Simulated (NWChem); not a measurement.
A series in which one site is exchanged, each optimised at PBE0/def2-SVP with NWChem, gas phase unless a solvent is named. This build's default masses of Se (78.918 u) and Br (79.917 u) are each other's, which moves their modes by up to 0.6 %.

A: C#CC(F)=C=C (C5H3F; site = F)
B: C#CC=C=C (C5H4; site = H)
C: C=C=C(C#C)Cl (C5H3Cl; site = Cl)
D: C(#C)C(=C=C)Br (C$_{5}$H$_{3}$Br; site = Br)

### Question
Rank them by dipole (D), PBE0/def2-SVP, lowest first.

### Answer
B (0.72), D (1.69), C (1.78), A (1.91)
